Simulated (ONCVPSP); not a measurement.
# Transferability test, ONCV potential for platinum (Pt)

```json
{
 "Element": "Pt",
 "Generator": "ONCVPSP 4.0.1",
 "Type": "optimised norm-conserving Vanderbilt (ONCV)",
 "Functional": "PW91",
 "Relativity": "fully relativistic",
 "Frozen core": "[Kr] 4d10 4f14",
 "Valence charge": "18",
 "Reference configuration": "5s2 5p6 5d8 (charge +2)",
 "Partial waves": "5s: rc 1.10 bohr, ncon 3, nbas 6, qcut 5 1/bohr, 2 projectors, debl 1.9 Ha; 5p: rc 1.45 bohr, ncon 4, nbas 8, qcut 9.6 1/bohr, 2 projectors, debl 3.5 Ha; 5d: rc 2.25 bohr, ncon 3, nbas 8, qcut 6.3 1/bohr, 2 projectors, debl 1.1 Ha",
 "Local potential": "polynomial inside 0.95 bohr (lpopt 4, dvloc0 2 Ha)",
 "Core correction": "Teter function fitted to the true core (icmod 2), fcfact 0.55"
}
```

Open shells are filled in proportion to 2j + 1.

In the s channel the program set the typed energies aside and used -4.506, 0.250 Ha.

Energies are relative to the spin-unpolarised reference configuration 5s2 5p6 5d8; without spin polarisation the order of configurations can differ from experiment.

```
valence configuration  charge  ΔE all-electron (eV)  error AE − PS (meV)
      5s2 5p6 5d9 6s1       0               -29.347                 +1.6
          5s2 5p6 5d9      +1               -20.059                 +9.6
          5s2 5p6 5d7      +3                32.295                  +20
```

**Question.** What are ΔE and the potential's error for 5s2 5p5 5d9 6s1?

**Answer.** ΔE = 33.886 eV all-electron; the error (AE − PS) is -103 meV.
